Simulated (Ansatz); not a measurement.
Ideal-gas functions of CH3ClF2OSi, SMILES `O[Si](F)(F)CCl` at 500 K and 1 bar, from an Ansatz frequency run at PBE0-D4/def2-TZVP.

Molar mass 132.57 g/mol, point group C1 (symmetry number 1), electronic degeneracy 1, moments of inertia 130.739, 363.016, 365.315 u Å². Harmonic wavenumbers (cm⁻¹, unscaled): 61, 116, 201, 226, 268, 323, 341, 389, 670, 741, 766, 800, 889, 979, 1015, 1124, 1207, 1431, 3100, 3163, 3922.

Use S(trans) = R[1.5 ln M + 2.5 ln T − 1.1517]; rotational temperatures θ = 24.2544 K / I; S(rot) = R[ln(√π/σ · √(T³/θAθBθC)) + 1.5]; for each mode x = 1.438777 ν̃/T, S = R[x/(eˣ − 1) − ln(1 − e⁻ˣ)] and H = RT x/(eˣ − 1); 1 cm⁻¹ = 0.0119627 kJ/mol; R = 8.31446 J/(mol·K).

By hand: the entropy, in J/(mol·K).

Translation 180.6. Rotation: θ = 0.1855, 0.0668, 0.0664 K, giving 124.3. Vibration, mode by mode: 22.79, 17.48, 12.98, 12.04, 10.68, 9.22, 8.80, 7.80, 4.04, 3.43, 3.25, 3.00, 2.46, 2.00, 1.84, 1.44, 1.19, 0.70, 0.01, 0.01, 0.00, in all 125.1. Electronic 0.0. Sum 430.0 J/(mol·K).

By hand: H − E and G − E in kJ/mol, counted from the electronic energy.

Zero-point energy ½ × 21732 × 0.0119627 = 130.0; thermal vibration 31.7; translation, rotation and pV give 4 RT = 16.6. H − E = 178.3 kJ/mol, and G − E = 178.3 − 500 × 430.0/1000 = -36.7 kJ/mol.

Vibration gives 29 % of the entropy, 40.3 J/(mol·K) of it from the modes under 150 cm⁻¹: soft modes count most, and the harmonic formula is weakest for them. The sum counts one conformer and one mirror image; others add a mixing term.
